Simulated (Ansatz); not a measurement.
Ansatz results at the PBE0-D4/def2-TZVP geometry: HOMO energy (B3LYP/def2-TZVPP) -8.26 eV; LUMO energy (B3LYP/def2-TZVPP) -1.48 eV; HOMO–LUMO gap (PBE/def2-TZVPP) 4.85 eV.

Each molecule was computed in one conformer, which needn't be the lowest.

Task: Which molecule gave them?
A. `BC([SiH3])BCl`
B. `N=CCl`
C. `NC1=C[SiH2]1`
D. `N=C(O)CS`

Result: A. The others give `NC1=C[SiH2]1`: -6.18, 0.02, 4.75; `N=CCl`: -8.33, -1.00, 5.17; `N=C(O)CS`: -7.19, -0.17, 5.36.

B3LYP here is the variant with VWN-RPA as its local correlation; programs differ in this.
